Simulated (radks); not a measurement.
Results of a calculation; reference values are marked as such.
Ionisation of neutral zinc, [Ar] 3d10 4s2, to Zn+, [Ar] 3d10 4s1, under several functionals. Scalar-relativistic Kohn-Sham, spin-unpolarised, spherical densities, point nucleus; a radial shooting solver on a logarithmic mesh with Libxc functionals.

functional                                        E(Zn) (hartree)  Exc (hartree)  IE (eV)  -e(HOMO) (eV)  <r> HOMO (bohr)  IE error (eV)
XLYP                                                  -1796.67864      -72.17467    9.968          5.987            2.658         +0.573
B86b exchange with PBE correlation                    -1796.38036      -71.87959    9.927          6.010            2.650         +0.533
BLYP                                                  -1796.39340      -71.88460    9.940          5.962            2.653         +0.546
LDA (Slater exchange, Perdew-Zunger correlation)      -1793.31626      -68.76192   10.190          6.226            2.630         +0.796
exchange-only LDA                                     -1790.66463      -66.04860    9.103          5.192            2.686         -0.291
AM05                                                  -1793.47893      -68.93129    9.847          5.941            2.646         +0.453
SOGGA                                                 -1794.38002      -69.84437    9.765          5.880            2.649         +0.370
LDA (Slater exchange, VWN5 correlation)               -1793.33259      -68.77887   10.184          6.219            2.630         +0.790
PBE                                                   -1796.01877      -71.51126    9.889          5.979            2.655         +0.494

NIST Atomic Spectra Database: 9.394 eV (measured). Closest: exchange-only LDA. The Delta-SCF values span 1.09 eV, the total energies 6.01 hartree. The highest occupied level is 4s. Spin polarisation and multiplet splitting are left out, so open shells lie too high by an amount that depends on their filling.

Beside tabulated values, note that spin-unpolarised runs miss the spin-polarisation part of the exchange energy of open shells.
